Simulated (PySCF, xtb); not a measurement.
Al(F)2(SeH) (AlF₂HSe), SMILES [SeH][Al]([F])[F].

GFN2-xTB (xtb) at its own geometry gives an orbital gap of 3.50 eV and a dipole moment of 1.66 D.

Geometry: r2SCAN-D4/def2-SVP. The values are those of a single conformer.

### Question
What does ωB97X/def2-TZVPD (PySCF) give? (An estimate is asked for; the answer gives what the named calculation found.)

### Answer
gap 10.56 eV (levels -10.22 and 0.34 eV), dipole 1.46 D.
